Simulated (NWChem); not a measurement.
Molecule: CH7NOSi; SMILES C[SiH](N)O

```xyz
11

Si     0.0936     0.0850    -0.3473
C      0.3399    -1.7021     0.1848
N     -1.4912     0.5457     0.1841
O      1.2268     1.1357     0.2876
H      0.3320     0.2205    -1.8088
H     -0.3549    -2.3722    -0.3373
H      0.1865    -1.8342     1.2627
H      1.3572    -2.0347    -0.0503
H     -1.9229     1.4015    -0.1435
H     -2.1881    -0.1657     0.3665
H      1.1013     1.3275     1.2286
```
Atoms are numbered in this order, from 1.

Results from NWChem. Pople sets run with spherical d functions. Geometry: optimised at B3LYP/6-31G* (spherical d). Atomic charges in e: unrestrained fits to the electrostatic potential beside Mulliken populations; buried atoms are poorly determined by the fit.

For level Hartree-Fock/6-31G*:

- ESP Si1: 1.20
- Mulliken Si1: 1.24
- ESP C2: -0.49
- Mulliken C2: -0.82
- ESP N3: -1.14
- Mulliken N3: -1.09
- ESP O4: -0.81
- Mulliken O4: -0.89

### Question
What are these values for level B3LYP/def2-SVP?

### Answer
| Item | Result |
|---|---|
| ESP Si1 | 0.97 |
| Mulliken Si1 | 0.67 |
| ESP C2 | -0.37 |
| Mulliken C2 | -0.26 |
| ESP N3 | -0.94 |
| Mulliken N3 | -0.38 |
| ESP O4 | -0.68 |
| Mulliken O4 | -0.40 |
